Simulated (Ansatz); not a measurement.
Geometry optimisation, RKS LDA/6-31G* in Ansatz.

Input:

```yaml
crystal:
  periodic: [false, false, false]
  atoms:
    - { symbol: C, position_ang: [-0.2432, -1.6559, -0.6436] }
    - { symbol: C, position_ang: [0.5481, -0.3768, -0.4733] }
    - { symbol: "N", position_ang: [1.8142, -0.4629, -0.9803] }
    - { symbol: C, position_ang: [0.1707, 0.7684, 0.1019] }
    - { symbol: F, position_ang: [0.9723, 1.7889, 0.1734] }
    - { symbol: C, position_ang: [-1.2612, 1.0055, 0.6993] }
    - { symbol: O, position_ang: [-1.1081, 1.7186, 1.9257] }
    - { symbol: H, position_ang: [-0.0896, -2.0199, -1.6587] }
    - { symbol: H, position_ang: [-1.3601, -1.3996, -0.532] }
    - { symbol: H, position_ang: [-0.0152, -2.3652, 0.1114] }
    - { symbol: H, position_ang: [2.4425, 0.2754, -0.589] }
    - { symbol: H, position_ang: [2.2803, -1.3793, -0.8401] }
    - { symbol: H, position_ang: [-1.8448, 0.0928, 0.9152] }
    - { symbol: H, position_ang: [-1.895, 1.5986, 0.0325] }
    - { symbol: H, position_ang: [-0.4328, 2.3607, 1.7869] }
basis:
  gaussian: { orbitals: "6-31G*" }
hamiltonian:
  xc: lda
relax:
  f_tol: 0.02
  max_steps: 50
```

Command:

```bash
$ ansatz run input.yaml --threads 2 --pin off --max-ram 3072MiB --backend cpu --events-out ev --progress --plain --runs-dir out
```

Question: Where does it end, and by what steps?

Answer: The run converged. After 8 steps the energy has fallen by 0.574 eV; H9 moved furthest, 0.47 Å.

| step | energy less start (eV) | largest force component (eV/Å) | accepted |
| --- | --- | --- | --- |
| 0 | 0.0000 | 4.719 | yes |
| 1 | -0.4340 | 2.276 | yes |
| 2 | -0.5418 | 0.378 | yes |
| 3 | -0.5578 | 0.176 | yes |
| 4 | -0.5672 | 0.184 | yes |
| 5 | -0.5711 | 0.096 | yes |
| 6 | -0.5739 | 0.051 | yes |
| 7 | -0.5743 | 0.023 | yes |
| 8 | -0.5743 | 0.010 | yes |

```xyz
15
Properties=species:S:1:pos:R:3
C -0.247 -1.666 -0.563
C 0.550 -0.421 -0.425
N 1.832 -0.463 -0.947
C 0.065 0.720 0.095
F 0.940 1.776 0.182
C -1.260 1.109 0.602
O -1.186 1.591 1.927
H -0.372 -1.938 -1.629
H -1.246 -1.575 -0.106
H 0.269 -2.515 -0.069
H 2.404 0.341 -0.672
H 2.320 -1.353 -0.817
H -1.947 0.242 0.598
H -1.713 1.881 -0.069
H -0.432 2.219 1.922
```

Whether the end is a true minimum wasn't checked by a vibrational analysis.

The run took 17 s on 2 threads of Arm Neoverse V2, on a shared host, peak memory 0.16 GiB.
